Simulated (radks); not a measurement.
Results of a calculation; reference values are marked as such.
Fractional charge and spin in the 5s shell of promethium: the spin-up occupation runs from 0 to 1 and the spin-down occupation from 0 to 1; the fullest corner is Pm2+, [Kr] 4d10 4f(up 2.5, down 2.5) 5p6 5s(up 1, down 1). Code: a radial shooting solver on a logarithmic mesh with Libxc functionals. Model: scalar-relativistic Kohn-Sham, SCAN, spin-polarised, spherical densities, finite nucleus; meta-GGA in the generalised Kohn-Sham scheme; Fermi nuclear charge, rms radius of each element as measured or else 0.836 A^(1/3) + 0.57 fm. Energy (eV) minus the two flat planes that join the four corners (they meet along the diagonal where the two added fractions sum to one electron); zero is where a piecewise linear energy would lie.

down \ up       0    0.25     0.5    0.75       1
0           0.000  -1.215  -1.614  -1.209   0.000
0.25       -1.215  -1.491  -0.952   0.372  -1.155
0.5        -1.614  -0.952   0.507  -0.895  -1.520
0.75       -1.209   0.372  -0.895  -1.392  -1.128
1           0.000  -1.155  -1.520  -1.128   0.000

Corners above the fullest one (they belong to Pm3+ and the next ion): (up 1, down 0) 62.171 eV, (up 0, down 1) 62.171 eV, (up 0, down 0) 138.94 eV. With half an added electron in each spin the energy lies 0.507 eV from the planes, and with half an added electron in spin up alone -1.614 eV. The planes are only a guide here: the flat-plane condition holds for ground states with one frontier orbital, while this shell lies below other occupied shells, so the corners above the fullest one are inner-hole states and not the ground states of those ions.
